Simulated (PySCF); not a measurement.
## Scalar relativity in Ar³⁺ (argon, charge +3)

[Ne] 3s2 3p3, high-spin 4S determinant; PBE calculated with PySCF 2.14 in dyall-av3z (19s12p3d2f, 84 functions), once non-relativistic with a point nucleus and once with spin-free X2C-1e and a Gaussian nucleus.

| shell | ε non-rel. (eV) | ε X2C (eV) | rms r non-rel. (bohr, spins averaged) | rms r X2C (bohr, spins averaged) | change of radius (%) |
| --- | --- | --- | --- | --- | --- |
| 1s α | -3156.3 | -3168.4 | 0.09991 | 0.09925 | -0.66 |
| 1s β | -3155.6 | -3167.7 | 0.09991 | 0.09925 | -0.66 |
| 2s α | -342.78 | -344.95 | 0.4525 | 0.4501 | -0.53 |
| 2s β | -342.08 | -344.26 | 0.4525 | 0.4501 | -0.53 |
| 2p α | -278.16 | -278.21 | 0.4193 | 0.4186 | -0.17 |
| 2p β | -277.18 | -277.22 | 0.4193 | 0.4186 | -0.17 |
| 3s α | -67.051 | -67.340 | 1.387 | 1.382 | -0.38 |
| 3s β | -62.328 | -62.609 | 1.387 | 1.382 | -0.38 |
| 3p α | -51.608 | -51.609 | 1.495 | 1.494 | -0.06 |

The total energy goes from -524.2578 to -526.0896 hartree.

Relativity contracts and stabilises s shells directly. The contracted s shells screen the nucleus better, so for spin-averaged p shells the direct and indirect effects partly cancel.
